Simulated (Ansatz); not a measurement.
Cartesian coordinates in Å:
```
F 1.467 2.301 2.277
Al 0.788 1.115 1.344
Ga -1.099 -0.456 1.881
Si 1.481 0.638 -0.969
Si -0.500 -0.538 -1.410
H -0.827 -1.900 2.449
H -2.601 -0.019 1.698
H 2.599 -0.348 -1.055
H 1.688 1.694 -1.999
H -1.629 0.374 -1.732
H -0.906 -1.204 -0.100
H -0.462 -1.660 -2.384
```

Charge 0, multiplicity 1.

**Question.** List the ωB97M-V/def2-TZVPP orbital energies in eV (Ansatz 0.2.0). (An estimate is asked.)

**Answer.** The calculation gave: Occupied: -10153.38, -1807.47, -1806.85, -1532.83, -1256.92, -1111.10, -1111.01, -1111.00, -676.70, -154.20, -148.56, -147.99, -117.38, -106.71, -106.44, -106.42, -102.70, -102.66, -102.65, -102.12, -102.09, -102.08, -77.03, -76.88, -76.86, -34.83, -25.78, -25.65, -25.63, -25.53, -25.47, -19.11, -16.98, -15.88, -15.17, -14.25, -14.24, -12.93, -12.68, -12.12, -11.70, -10.68, -10.29, -8.57. Lowest empty: -0.52, 0.03, 0.95, 1.27, 1.66, 2.14, 2.50, 2.76.
